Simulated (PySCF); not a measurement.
TiOF₂, SMILES [O]=[Ti]([F])[F], multiplicity 1. Atoms are numbered in the order given.

```xyz
4

Ti     0.1267    -0.0324     0.0000
O     -0.1161    -1.6075     0.0000
F     -0.1033     0.7540     1.5782
F     -0.1033     0.7540    -1.5782
```
Charge 0, spin multiplicity 1.

Coordinates come from a B3LYP-D3(BJ)/def2-SVP optimisation. The spin state was assumed, not searched.

Level of theory: M06-2X/def2-TZVPD (PySCF).

Mulliken values depend strongly on the basis, most of all with diffuse functions as here. Atomic charges (e):

| atom | Mulliken | meta-Löwdin |
|---|---|---|
| Ti1 | 2.03 | 1.68 |
| O2 | -0.69 | -0.55 |
| F3 | -0.67 | -0.57 |
| F4 | -0.67 | -0.57 |
